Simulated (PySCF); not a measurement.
Fill in the blanks.

Compound: C5H9F3S.
SMILES: `FC(F)(F)S[C@@H](C)CC`

Conformer (atom-mapped SMILES and torsion angles): `[CH3:1][CH2:2][C@H:3]([CH3:4])[S:5][C:6]([F:7])([F:8])[F:9]`: C1–C2–C3–C4 -172°, C2–C3–S5–C6 -144°, C3–S5–C6–F7 59°.

```tsv
property	level	value
point group of the GFN2-xTB geometry	GFN2-xTB	C1
rotational constants A, B, C of the GFN2-xTB geometry	GFN2-xTB	?
dipole moment	PBE0/pcSseg-1	?
HOMO energy	PBE0/pcSseg-1	-7.42 eV
LUMO energy	PBE0/pcSseg-1	?
13C chemical shifts (computed TMS as zero) by class	GIAO PBE0/pcSseg-1	143.7 (1 C), 53.8 (1 C), 32.8 (1 C), 28.3 (1 C), 15.4 (1 C) ppm
1H chemical shifts (computed TMS as zero) by class	GIAO PBE0/pcSseg-1	2.99 (1 H), 1.70 (1 H), 1.63 (3 H), 1.34 (3 H), 1.24 (1 H) ppm
isotropic shieldings of nuclei other than C and H, by class	GIAO PBE0/pcSseg-1	?
```

Electronic properties: PySCF, gas phase, density fitting. One conformer (not necessarily the lowest) at the GFN2-xTB geometry, without solvent or vibrations. NMR classes are plain means over equivalent atoms (diastereotopic ones count apart unless rotation or inversion swaps them), as if these changed places fast; in this geometry the members of some classes differ.

**Question.** Give the rotational constants A, B, C of the GFN2-xTB geometry.

**Answer.** 2.113, 0.907, 0.788 GHz.

**Question.** What is the LUMO energy?

**Answer.** 0.07 eV.

**Question.** What is the dipole moment?

**Answer.** 2.56 D.

**Question.** What are the isotropic shieldings of nuclei other than C and H, by class?

**Answer.** 227 (3 F), 363 (1 S) ppm.

 With B = h/(8π²I), that is 505.379 GHz u Å² over I, the principal moments of inertia are 239.1, 557.0 and 641.5 u Å² (most abundant isotopes). The rotational constants make it an asymmetric top with κ = (2B − A − C)/(A − C) = -0.82, nearer the prolate limit (−1). In atomic units the dipole is 1.01 e·bohr (1 au = 2.5417 D).
